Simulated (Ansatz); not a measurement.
Relaxation of C2H2FSi (6 atoms, charge 1, multiplicity 1), to a largest force component of 0.02 eV/Å in at most 50 steps.

These are results of Ansatz, UKS PBE0/6-31G, not measurements.

```xyz
6
Properties=species:S:1:pos:R:3
F 1.328 0.158 0.861
C 0.127 0.404 0.296
C -0.378 -0.488 -0.648
Si -0.851 -2.159 -0.994
H 0.284 1.161 -0.544
H -0.510 0.925 1.030
```

**Question.** Where does it end, and by what steps?

**Answer.** The forces met the threshold. Limits of this set-up: no polarisation functions, the dipole of an ion depends on the origin. After 7 steps the energy has fallen by 0.524 eV; C3 moved furthest, 0.27 Å.

```
step  energy less start (eV)  largest force component (eV/Å)  accepted
   0                  0.0000                           1.796       yes
   1                 -0.2231                           1.142       yes
   2                 -0.4740                           0.638       yes
   3                 -0.4115                           1.186        no
   4                 -0.5205                           0.210       yes
   5                 -0.5238                           0.043       yes
   6                 -0.5239                           0.020       yes
   7                 -0.5239                           0.004       yes
```

```xyz
6
Properties=species:S:1:pos:R:3
F 1.370 0.159 0.867
C 0.156 0.502 0.224
C -0.433 -0.630 -0.425
Si -0.901 -2.269 -1.132
H 0.350 1.311 -0.506
H -0.541 0.928 0.971
```

The run took 37 s on 1 thread of Arm Neoverse V1, with other jobs on the host, peak memory 0.14 GiB.
